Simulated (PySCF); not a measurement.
Two species compared at the same levels of theory.

First species: C6H9N.
Geometry (PBE0-D3(BJ)/def2-SVP, Å), atoms numbered from 1 in this order:
```xyz
16
C6H9N angstrom
C     -1.634   -1.028    0.135
C     -0.193   -0.658    0.110
C      0.938   -1.452    0.117
C      2.069   -0.593    0.085
C      1.592    0.698    0.060
N      0.222    0.653    0.076
C     -0.650    1.795    0.057
H     -2.157   -0.624    1.018
H     -2.176   -0.669   -0.757
H     -1.734   -2.121    0.164
H      0.940   -2.540    0.142
H      3.117   -0.887    0.081
H      2.116    1.652    0.032
H     -1.285    1.832    0.957
H     -0.045    2.710    0.028
H     -1.306    1.788   -0.828
```

Second species: CH3ClO2S.
InChI=1S/CH3ClO2S/c1-5(2,3)4/h1H3

Levels: PBE0/def2-SVPD for dipole moment, HOMO energy, LUMO energy, HOMO–LUMO gap, static isotropic polarisability and electronic spatial extent ⟨r²⟩ about the centre of nuclear charge; TDDFT PBE0/def2-SVPD for lowest singlet excitation; PBE0-D3(BJ)/def2-SVP for rotational constant A and rotational constant C. Geometries: PBE0-D3(BJ)/def2-SVP. Each species is one conformer at its optimised geometry, gas phase, non-relativistic unless stated. Electronic properties by PySCF.

Values for the first species:

- Dipole moment: 2.23 D
- HOMO energy: -5.76 eV
- LUMO energy: 0.60 eV
- HOMO–LUMO gap: 6.36 eV
- Lowest singlet excitation: 5.34 eV
- Static isotropic polarisability: 78.1 au
- Electronic spatial extent ⟨r²⟩ about the centre of nuclear charge: 718 bohr²
- Rotational constant A: 3.925 GHz
- Rotational constant C: 1.794 GHz

Problem. Estimate the same properties for the second species, and the change in each.

Solution. 
| property | first | second | second less first |
| --- | --- | --- | --- |
| dipole moment | 2.23 D | 3.90 D | +1.67 D |
| HOMO energy | -5.76 eV | -9.32 eV | -3.56 eV |
| LUMO energy | 0.60 eV | -2.15 eV | -2.75 eV |
| HOMO–LUMO gap | 6.36 eV | 7.17 eV | +0.81 eV |
| lowest singlet excitation | 5.34 eV | 5.49 eV | +0.15 eV |
| static isotropic polarisability | 78.1 au | 56.1 au | -22.0 au |
| electronic spatial extent ⟨r²⟩ about the centre of nuclear charge | 718 bohr² | 565 bohr² | -153 bohr² |
| rotational constant A | 3.925 GHz | 4.539 GHz | +0.614 GHz |
| rotational constant C | 1.794 GHz | 2.593 GHz | +0.799 GHz |

On the first: S1 lies 1.02 eV below the HOMO–LUMO gap; its leading configuration is HOMO→LUMO, weight 0.98.

On the second: In wavenumbers S1 is 44300 cm⁻¹ (1 eV = 8065.54 cm⁻¹). In atomic units the dipole is 1.53 e·bohr (1 au = 2.5417 D).
